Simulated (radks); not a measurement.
Valence configurations of neutral thallium. Calculated with a radial shooting solver on a logarithmic mesh with Libxc functionals: scalar-relativistic Kohn-Sham, r2SCAN, spin-polarised, spherical densities, finite nucleus; open shells are filled with parallel spins first (spin-orbit coupling, left out, can overturn this in heavy ions); meta-GGA in the generalised Kohn-Sham scheme; Fermi nuclear charge, rms radius 5.4759 fm. Energies are relative to [Hg] 6p1; eigenvalues in eV for spin up.

[
 {"valence": "[Hg] 6p1", "E (eV)": "0.000", "moment (Bohr magnetons)": "1", "e(4f)": "-115.29", "e(5d)": "-15.979", "e(6p)": "-2.672", "e(6s)": "-10.125"},
 {"valence": "[Xe] 4f14 5d10 6s1 6p2", "E (eV)": "5.862", "moment (Bohr magnetons)": "3", "e(4f)": "-116.86", "e(5d)": "-17.658", "e(6p)": "-3.934", "e(6s)": "-11.957"},
 {"valence": "[Xe] 4f14 5d10 6p3", "E (eV)": "13.886", "moment (Bohr magnetons)": "3", "e(4f)": "-118.68", "e(5d)": "-19.255", "e(6p)": "-4.678", "e(6s)": "-"},
 {"valence": "[Xe] 4f14 5d9 6s2 6p2", "E (eV)": "14.330", "moment (Bohr magnetons)": "3", "e(4f)": "-121.08", "e(5d)": "-20.682", "e(6p)": "-4.182", "e(6s)": "-12.690"},
 {"valence": "[Xe] 4f14 5d8 6s2 6p3", "E (eV)": "30.794", "moment (Bohr magnetons)": "5", "e(4f)": "-126.81", "e(5d)": "-25.224", "e(6p)": "-5.482", "e(6s)": "-14.980"},
 {"valence": "[Xe] 4f13.5 5d9.5 6s2 6p2", "E (eV)": "66.226", "moment (Bohr magnetons)": "3", "e(4f)": "-127.81", "e(5d)": "-21.305", "e(6p)": "-4.182", "e(6s)": "-12.708"},
 {"valence": "[Xe] 4f13.5 5d10 6p3.5", "E (eV)": "74.174", "moment (Bohr magnetons)": "3", "e(4f)": "-128.41", "e(5d)": "-22.278", "e(6p)": "-5.219", "e(6s)": "-"},
 {"valence": "[Xe] 4f13 5d10 6s2 6p2", "E (eV)": "120.60", "moment (Bohr magnetons)": "3", "e(4f)": "-134.63", "e(5d)": "-21.925", "e(6p)": "-4.182", "e(6s)": "-12.725"},
 {"valence": "[Xe] 4f13 5d10 6s1 6p3", "E (eV)": "126.72", "moment (Bohr magnetons)": "5", "e(4f)": "-135.97", "e(5d)": "-23.372", "e(6p)": "-5.198", "e(6s)": "-14.274"},
 {"valence": "[Xe] 4f12 5d10 6s2 6p3", "E (eV)": "257.59", "moment (Bohr magnetons)": "5", "e(4f)": "-154.59", "e(5d)": "-28.017", "e(6p)": "-5.522", "e(6s)": "-15.147"}
]

NIST lists [Hg] 6p1 as the ground configuration; this level of theory agrees among the configurations tried. The energies are those of spherical high-spin densities, not of single terms.
